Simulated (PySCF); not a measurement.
Si(Me)(OMe)3, SMILES CO[Si](C)(OC)OC (C4H12O3Si), GFN2-xTB optimised geometry.

```
20

C     -1.09     2.19     1.01
O     -1.18     1.22     0.00
Si    -0.57    -0.28     0.00
C      1.34    -0.28     0.00
O     -1.18    -1.04    -1.30
C     -1.09    -0.64    -2.65
O     -1.18    -1.04     1.30
C     -1.09    -2.39     1.64
H     -1.41     1.77     1.97
H     -0.06     2.55     1.10
H     -1.74     3.02     0.74
H      1.74     0.37    -0.77
H      1.74    -1.28    -0.18
H      1.74     0.06     0.95
H     -1.41     0.39    -2.77
H     -1.74    -1.30    -3.23
H     -0.06    -0.75    -3.01
H     -1.41    -3.02     0.80
H     -1.74    -2.57     2.49
H     -0.06    -2.66     1.90
```

Density from PBE0/def2-SVP (PySCF) at that geometry.

Minimum of the electron density along straight lines between bonded atoms, close to the bond critical point (lines longer than 1.1 times the sum of covalent radii, or with two minima, are not listed):

```csv
bond,length / Å,ρ at the minimum / e bohr⁻³,∇²ρ there / e bohr⁻⁵,position (fraction from the first atom)
C1–O2,1.401,0.254,-0.30,0.34
O2–Si3,1.625,0.130,1.08,0.59
Si3–C4,1.910,0.112,0.30,0.38
Si3–O5,1.625,0.130,1.08,0.41
O5–C6,1.401,0.254,-0.30,0.66
Si3–O7,1.625,0.130,1.08,0.41
O7–C8,1.401,0.254,-0.30,0.66
C1–H9,1.091,0.283,-1.08,0.64
C1–H10,1.093,0.281,-1.06,0.63
C1–H11,1.091,0.283,-1.09,0.64
C4–H12,1.087,0.271,-0.96,0.62
C4–H13,1.087,0.271,-0.96,0.62
C4–H14,1.087,0.271,-0.96,0.62
C6–H15,1.091,0.283,-1.08,0.64
C6–H16,1.091,0.283,-1.09,0.64
C6–H17,1.093,0.281,-1.06,0.63
C8–H18,1.091,0.283,-1.08,0.64
C8–H19,1.091,0.283,-1.09,0.64
C8–H20,1.093,0.281,-1.06,0.63
```
